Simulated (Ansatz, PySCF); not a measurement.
Gas-phase reaction in SMILES: FC(F)=C(F)F + 4 C (CH4) -> C=C (C2H4) + 4 CF (CH3F)
Each molecule is optimised on its own at B3LYP-D3(BJ)/def2-TZVP (Ansatz, a first-principles code). Frequencies are from Ansatz or PySCF.

Property: bond separation energy (0 K, with B3LYP-D3(BJ) harmonic zero-point energies), in kcal/mol. Correlated levels leave the core frozen unless marked. No spin-orbit coupling. No relativistic terms. CBS(X,Y): correlation extrapolated as X^-3; Hartree-Fock from the larger set. [CCSD(T)-MP2]/basis is that difference in the basis named.

```json
[
 {"level": "HF/6-31G*", "program": "Ansatz", "bond separation energy (kcal/mol)": "21.4"},
 {"level": "PBE/def2-TZVPD", "program": "Ansatz", "bond separation energy (kcal/mol)": "26.5"},
 {"level": "PBE-D4/def2-TZVPD", "program": "Ansatz + dftd4", "bond separation energy (kcal/mol)": "26.9"},
 {"level": "B3LYP-D3(BJ)/def2-TZVPD", "program": "Ansatz + dftd3", "bond separation energy (kcal/mol)": "19.9"},
 {"level": "B3LYP/def2-TZVPD", "program": "Ansatz", "bond separation energy (kcal/mol)": "19.7"},
 {"level": "PBE0-D3(BJ)/def2-TZVP", "program": "Ansatz + dftd3", "bond separation energy (kcal/mol)": "27.0"},
 {"level": "PBE0/def2-TZVPD", "program": "Ansatz", "bond separation energy (kcal/mol)": "24.6"},
 {"level": "BHLYP/def2-TZVPD", "program": "Ansatz", "bond separation energy (kcal/mol)": "17.4"},
 {"level": "TPSSh-D4/def2-TZVPD", "program": "PySCF + dftd4", "bond separation energy (kcal/mol)": "19.8"},
 {"level": "HSE06/def2-TZVPD", "program": "Ansatz", "bond separation energy (kcal/mol)": "24.7"},
 {"level": "B2GP-PLYP-D4/def2-TZVPD", "program": "Ansatz + dftd4", "bond separation energy (kcal/mol)": "19.4"},
 {"level": "RPA@PBE/cc-pVTZ", "program": "Ansatz", "bond separation energy (kcal/mol)": "20.1"},
 {"level": "MP2/STO-3G", "program": "Ansatz", "bond separation energy (kcal/mol)": "45.8"},
 {"level": "RI-MP2/aug-cc-pVQZ", "program": "Ansatz", "bond separation energy (kcal/mol)": "19.9"},
 {"level": "SCS-MP2/6-31G*", "program": "Ansatz", "bond separation energy (kcal/mol)": "28.7"},
 {"level": "SCS-MP2/aug-cc-pVDZ", "program": "Ansatz", "bond separation energy (kcal/mol)": "11.3"},
 {"level": "SCS-MP2/cc-pVDZ", "program": "Ansatz", "bond separation energy (kcal/mol)": "26.8"},
 {"level": "CCSD/aug-cc-pVDZ", "program": "Ansatz", "bond separation energy (kcal/mol)": "12.2"},
 {"level": "CCSD(T)/cc-pVDZ", "program": "Ansatz", "bond separation energy (kcal/mol)": "28.3"},
 {"level": "RI-MP2/CBS(cc-pVTZ,cc-pVQZ)+[CCSD(T)-MP2]/cc-pVDZ", "program": "Ansatz", "bond separation energy (kcal/mol)": "18.1"},
 {"level": "RI-MP2/CBS(cc-pVTZ,cc-pVQZ)+[CCSD(T)-MP2]/cc-pVTZ", "program": "Ansatz", "bond separation energy (kcal/mol)": "19.3"}
]
```
